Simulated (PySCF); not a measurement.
# Orbital picture of CdF⁺

PBE0 at R = 1.906 Å; PySCF, scalar-relativistic core potentials, basis sets Cd cc-pVDZ-PP with ECP28, F cc-pVDZ. State: ¹Σ⁺ (singlet), closed shell. Only the outer orbitals are listed, counted within each symmetry, core potentials removing the inner ones.

```csv
orbital,occ.,ε (eV),on Cd (%),main shells (%)
5σ,2,-23.72,92,92 Cd d
2π,2,-23.67,99,99 Cd d
2π,2,-23.67,99,99 Cd d
1δ,2,-23.60,100,100 Cd d
1δ,2,-23.60,100,100 Cd d
6σ,2,-16.79,27,"71 F p, 21 Cd s"
3π,2,-15.96,6,94 F p
3π,2,-15.96,6,94 F p
7σ,0,-11.40,87,"70 Cd s, 16 Cd p, 13 F p"
4π,0,-6.57,97,97 Cd p
4π,0,-6.57,97,97 Cd p
```

Task: Which are the highest filled and the lowest empty level, where do they sit, and how wide is the gap?

Result: Highest filled 3π at -15.96 eV (in %: 94 F p); lowest empty 7σ at -11.40 eV (in %: 70 Cd s, 16 Cd p, 13 F p); the gap at PBE0 is 4.56 eV.

```
bond order (Mayer)                                                                                                : 1.06
⟨S²⟩                                                                                                              : 0.000
charge on Cd (Mulliken, basis-dependent)                                                                          : 1.35
charge on Cd (Löwdin, basis-dependent)                                                                            : 1.25
dipole moment (positive dipole points towards F; it is taken about the centre of mass and depends on that origin) : -5.53 D
polarisability along the bond                                                                                     : 23.9 bohr³
polarisability across the bond                                                                                    : 12.8 bohr³
```
